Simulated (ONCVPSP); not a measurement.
## Which change was made? (Ti, ONCV)

ONCVPSP 4.0.1 input, shortened (lines: element, Z, core and valence counts, functional; n l f; lmax; l rc ep ncon nbas qcut; lloc lpopt rc5 dvloc0; l nproj debl; icmod fcfact rcfact), PBEsol, scalar-relativistic:

```
  Ti 22.00    3    4  -116133      upf
    1    0    2.00
    2    0    2.00
    2    1    6.00
    3    0    2.00
    3    1    6.00
    3    2    2.00
    4    0    1.75
    3
    0    2.00    0.00    4    7    5.40
    1    1.40    0.00    4    7   11.80
    2    1.30    0.00    4    7    6.80
    3    1.70    0.07    4    8    6.70
    4    5    0.95    4.00
    0    3    3.80
    1    1    2.70
    2    3    0.60
    3    1    3.10
    0    0.00    0.00
```

Cutoffs, loose and tight: the cutoffs (Ha) at which the residual kinetic energy of the hardest occupied pseudo-wave falls to 1 and 0.1 mHa per electron. They do not see the model core or the augmentation charge, which bear on the density cutoff. Test errors are all-electron minus pseudo excitation energies from the reference, over the configurations 3s2 3p6 3d2 4s2; 3s2 3p6 3d2 4s1; 3s2 3p6 3d2 4s0; 3s2 3p5 3d2 4s2; variants that change the core or the reference have their own tests.

The base gives: outcome: generated; cutoff, loose: 97 Ha; cutoff, tight: 112 Ha; bound ghosts: d; GHOST(+) flags above zero: none; largest test error (meV): -3.6.

Task: After one change the result is: outcome: generated; cutoff, loose: 124 Ha; cutoff, tight: 150 Ha; bound ghosts: d; GHOST(+) flags above zero: d; largest test error (meV): +6.4. Which change was it?
A. d: rc 1.16
B. local potential polynomial inside 1.10 bohr (lpopt 5, dvloc0 6 Ha)
C. reference 3s2 3p6 3d2 4s1.5
D. local potential polynomial inside 0.95 bohr (lpopt 5, dvloc0 -2.5 Ha)

Result: A. The others give: reference 3s2 3p6 3d2 4s1.5 → outcome: generated; cutoff, loose: 97 Ha; cutoff, tight: 112 Ha; bound ghosts: d; GHOST(+) flags above zero: none; largest test error (meV): +242 | local potential polynomial inside 1.10 bohr (lpopt 5, dvloc0 6 Ha) → outcome: generated; cutoff, loose: 97 Ha; cutoff, tight: 112 Ha; bound ghosts: s, d; GHOST(+) flags above zero: d; largest test error (meV): -5.6 | local potential polynomial inside 0.95 bohr (lpopt 5, dvloc0 -2.5 Ha) → outcome: generated; cutoff, loose: 97 Ha; cutoff, tight: 112 Ha; bound ghosts: d, f; GHOST(+) flags above zero: s, d; largest test error (meV): -2.2.
